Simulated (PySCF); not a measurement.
PySCF input file for CuF, SMILES [F][Cu], multiplicity 1, PBE-D3(BJ)/def2-TZVPD. The structure is a stationary point at PBE-D3(BJ)/def2-TZVPD. The spin state was assumed, not searched.

```python
import numpy as np
from pyscf import gto, scf, dft, df
from pyscf.hessian import thermo

mol = gto.M(
    atom='''
    Cu    0.00000000    0.00000000   -0.41708558
    F     0.00000000    0.00000000    1.34394241
    ''',
    basis='def2-TZVPD',
    charge=0,
    spin=0,
    max_memory=1600,
    verbose=3,
)
mf = dft.RKS(mol, xc='pbe').density_fit(auxbasis='def2-universal-jkfit')
mf.disp = 'd3bj'
mf.grids.level = 3
mf.conv_tol = 1e-11
mf.max_cycle = 100
mf.kernel()

# analytic Hessian; the response equations are solved on a coarser grid
h, args, fine = mf.Hessian(), (mf.mo_energy, mf.mo_coeff, mf.mo_occ), mf.grids
h.max_memory = max(150, 2.5e-5 * df.make_auxmol(mol, mf.with_df.auxbasis).nao * mol.nelec[0] * (mol.nelec[0] + mol.nao))  # MB; small integral blocks
h1ao = h.make_h1(mf.mo_coeff, mf.mo_occ)
mf.grids = dft.Grids(mol).set(level=1).build(with_non0tab=True)
mo1, mo_e1 = h.solve_mo1(*args, h1ao)
mf.grids = fine
hess = h.hess_elec(*args, mo1, mo_e1, h1ao) + h.hess_nuc()
if mf.do_disp():
    hess += h.get_dispersion()
for i in range(mol.natm):  # the analytic DFT Hessian lacks the response of the grid: restore translational invariance
    hess[i, i] -= hess[i].sum(axis=0)
hess = (hess + hess.transpose(1, 0, 3, 2)) / 2
vib = thermo.harmonic_analysis(mol, hess, imaginary_freq=False)
thermo.dump_normal_mode(mol, vib)
th = thermo.thermo(mf, vib['freq_au'][vib['freq_au'] > 0], 298.15, 101325)
thermo.dump_thermo(mol, th)
g0 = mf.nuc_grad_method().set(verbose=0).kernel()

# dipole derivatives [dipole axis, atom, xyz] from the same response
r, irp = mol.intor('int1e_r'), mol.intor('int1e_irp').reshape(3, 3, mol.nao, mol.nao)
sl, dm0, ok = mol.aoslice_by_atom(), np.array(mf.make_rdm1()), []
dmu = np.einsum('a,xt->xat', mol.atom_charges(), np.eye(3))
for a, (_, _, p0, p1) in enumerate(sl):
    dmu[:, a] += 2 * np.einsum('xtij,ij->xt', irp[:, :, :, p0:p1], dm0.reshape(-1, mol.nao, mol.nao).sum(0)[:, p0:p1])
    for u, c, occ, f in [(mo1, mf.mo_coeff, mf.mo_occ, 4)]:
        dmu[:, a] -= f * np.einsum('tui,xuv,vi->xt', u[a], r, c[:, occ > 0], optimize=True)
L = vib['norm_mode']
ir = 974.8801 * (np.einsum('xat,kat->kx', dmu, L) ** 2).sum(1)       # km/mol
apt = np.einsum('xax->a', dmu) / 3
print('mode   freq/cm-1   IR/(km/mol)')
for k, w in enumerate(vib['freq_wavenumber']):
    print(f'{k + 1:4d} {w:11.2f} {ir[k]:13.3f}')
print('max |gradient| / (hartree/bohr):', abs(g0).max())
print('APT charges:', apt.round(4))
```

It prints:

```
converged SCF energy = -1740.07442579056

WARN: DFTD3 does not support analytical Hessian, using finite difference


WARN: Mole.unit (angstrom) is changed to Bohr

Mode                                 0
Irrep
Freq [cm^-1]                      592.2205
Reduced mass [au]                  22.6535
Force const [Dyne/A]                4.6812
Char temp [K]                     852.0734
Normal mode                   x     y     z
       0  Cu                 0.00  0.00  0.06
       1   F                 0.00  0.00 -0.20
temperature 298.1500 [K]
pressure 101325.00 [Pa]
Rotational constants [GHz] inf 11.14210 11.14210
Symmetry number 1
Zero-point energy (ZPE) 0.00135 [Eh]   3542.265 [J/mol]
                           tot       elec      trans        rot        vib
Entropy [J/mol/K]       226.617      0.000    163.788     60.892      1.938
Cv [J/mol/K]             25.172      0.000     12.472      8.314      4.386
Cp [J/mol/K]             33.487      0.000     20.786      8.314      4.386
Internal energy [J/mol]                      3718.434   2478.956   3973.608
Internal energy [Eh]   -1740.07055  -1740.07443
Enthalpy [J/mol]                             6197.391   2478.956   3973.608
Enthalpy [Eh]          -1740.06961
Gibbs free energy [J/mol]                  -42635.878 -15675.872   3395.750
Gibbs free energy [Eh] -1740.09534
mode   freq/cm-1   IR/(km/mol)
   1      592.22        48.120
max |gradient| / (hartree/bohr): 3.0518802106624e-05
APT charges: [ 0.648 -0.648]
```

The calculation finished and met its thresholds.
